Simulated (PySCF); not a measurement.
Mn(CO)5(Me), SMILES [CH3][Mn](<-[C-]#[O+])(<-[C-]#[O+])(<-[C-]#[O+])(<-[C-]#[O+])<-[C-]#[O+] (GFN2-xTB optimised geometry):

```
15

Mn    -0.049     0.095     0.000
O     -2.886     0.850    -0.001
C     -1.796     0.518     0.000
O     -0.005     0.630    -2.886
C     -0.025     0.381    -1.774
O      2.886     0.173     0.001
C      1.749     0.095     0.000
O     -0.028     0.405     2.920
C     -0.041     0.237     1.793
O     -0.404    -2.825    -0.126
C     -0.267    -1.694    -0.077
C      0.269     2.307     0.142
H     -0.648     2.825     0.426
H      0.600     2.725    -0.809
H      1.026     2.557     0.887
```

Calculation: PySCF with PBE0/def2-TZVP.

Question: What are the frontier orbital energies and the dipole moment?

Answer: HOMO-2 -8.05 eV, HOMO-1 -7.92 eV, HOMO -7.91 eV, LUMO -1.11 eV, LUMO+1 -1.00 eV; dipole moment 0.09 D.

On the same geometry PBE/def2-TZVP (PySCF 2.14.0) gives HOMO-2 -7.11 eV, HOMO-1 -6.62 eV, HOMO -6.62 eV, LUMO -2.13 eV, LUMO+1 -2.06 eV; dipole moment 0.39 D.

Meta-Löwdin charges at PBE0/def2-TZVP: Mn1 0.49, O2 -0.21, C3 0.16, O4 -0.21, C5 0.16, O6 -0.21, C7 0.16, O8 -0.21, C9 0.16, O10 -0.22, C11 0.14, C12 -0.58, H13 0.12, H14 0.12, H15 0.12.
